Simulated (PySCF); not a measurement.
C3H9NSi2, SMILES [SiH2]1[SiH2]CN=C1C. Atoms are numbered in the order given.

```xyz
15

C      2.6119    -0.5372     0.0116
C      1.1244    -0.3758    -0.0852
N      0.4435    -1.2478    -0.7166
C     -0.9943    -1.1555    -0.8509
Si    -1.8106     0.3802     0.0002
Si     0.2510     1.1395     0.7389
H      2.9282    -0.5913     1.0664
H      2.9284    -1.4505    -0.5117
H      3.1258     0.3335    -0.4280
H     -1.4338    -2.0888    -0.4576
H     -1.2372    -1.1685    -1.9278
H     -2.7716    -0.0114     1.0753
H     -2.5079     1.2676    -0.9792
H      0.4894     1.1545     2.2153
H      0.7564     2.4239     0.1631
```

Geometry optimised at PBE0-D3(BJ)/def2-SVP. This is a generated structure with no PubChem entry under its InChIKey; it may be hypothetical. The values are those of a single conformer.

Level of theory: PBE/pcSseg-1 run with PySCF.

GIAO shieldings, no solvent; atoms alike by connectivity are averaged. δ = σ(ref) − σ: ¹³C against TMS (σ = 182.0 ppm); ¹⁵N against NH3 (σ = 267.0 ppm); ²⁹Si against TMS (σ = 335.4 ppm); ¹H against TMS (σ = 31.49 ppm), references at their B3LYP-D3(BJ)/def2-TZVP geometries, non-relativistic.

**Question.** Estimate the chemical shifts. (The exact figures need the calculation; the answer reports its results.)

**Answer.** 
```
nucleus       atoms  count  δ (ppm)
-------  ----------  -----  -------
¹³C              C2      1    184.1
¹³C              C4      1     56.3
¹³C              C1      1     33.6
¹⁵N              N3      1    444.7
²⁹Si            Si5      1    -73.2
²⁹Si            Si6      1    -77.7
¹H         H10, H11      2     4.75
¹H         H14, H15      2     4.48
¹H         H12, H13      2     4.11
¹H       H7, H8, H9      3     2.72
```
